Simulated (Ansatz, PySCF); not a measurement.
C4H11AlSi (SMILES [CH3][Al]([CH3])/[CH]=C/[SiH3]), singlet, at the geometry of the source list, with bond 7-1 at 2.4 times its length. Base run: CASSCF(2,2)/STO-3G (PySCF).

The PySCF input:
```python
from pyscf import gto, scf, mcscf
import numpy

mol = gto.M(
    atom='''
Si    3.45660000   -0.36180000   -0.24060000
C     1.57490000   -0.45990000   -0.25590000
C     0.74550000    0.41670000    0.33020000
Al   -1.23000000    0.23860000    0.16630000
C    -2.02510000   -1.53590000   -0.27780000
C    -2.35350000    1.85970000    0.45820000
H     4.79316000   -3.48900000   -1.13052000
H     3.90180000    0.65140000   -1.20290000
H     3.92170000    0.01410000    1.09770000
H     1.12890000   -1.28900000   -0.80030000
H     1.21660000    1.24510000    0.86690000
H    -2.38710000   -2.05150000    0.61980000
H    -2.88970000   -1.44620000   -0.94380000
H    -1.32250000   -2.22120000   -0.76210000
H    -1.73470000    2.75130000    0.61340000
H    -3.00640000    1.77740000    1.33370000
H    -3.01050000    2.07610000   -0.39130000
''',
    basis='sto-3g',
    verbose=4,
)

mf = scf.RHF(mol)
mf.kernel()
mc = mcscf.CASSCF(mf, 2, 2)
mc.fix_spin_(ss=0.0)
mc.kernel()
occ = numpy.linalg.eigvalsh(mc.fcisolver.make_rdm1(mc.ci, mc.ncas, mc.nelecas))[::-1]
ss = mc.fcisolver.spin_square(mc.ci, mc.ncas, mc.nelecas)[0]
print('natural occupations', occ.round(4), ' <S^2>', round(ss, 4))
```

Programs used: Ansatz (a first-principles code), PySCF; a row that names a program was run with it.

The base run was repeated with changes; each row names its change, and settings that it needs were set with it.

| change | ΔE vs base (kcal/mol) | natural occupations | <S^2> of the state |
|---|---|---|---|
| base | 0.000 | 1.14 0.86 | 0.00 |
| conv_tol = 1e-5 | 0.000 | 1.14 0.86 | 0.00 |
| state_average = 2 states | 4.48 | - | - |
| active space = 8 electrons, 8 orbitals | -55.18 | 1.98 1.97 1.89 1.14 0.86 0.11 0.02 0.02 | 0.00 |
| orbitals = fixed (CASCI) | 4.17 | 1.15 0.85 | 0.00 |
| code = ansatz | 0.012 | - | - |
| solver = newton | 0.000 | 1.14 0.86 | 0.00 |
| start = MP2 natural orbitals | 0.000 | 1.14 0.86 | 0.00 |
| active space = 8 electrons, 6 orbitals | -27.78 | 2.00 2.00 1.88 1.14 0.86 0.12 | 0.00 |
| active space = 6 electrons, 6 orbitals | -42.82 | 1.98 1.89 1.14 0.86 0.11 0.02 | 0.00 |
| orbitals = fixed (CASCI); correction = SC-NEVPT2 | -187.0 | 1.15 0.85 | 0.00 |

Active orbitals are taken around the Fermi level unless the row says otherwise; CASSCF can end in different local minima, and two programs can end on different orbitals. State-averaged rows give the lowest state.
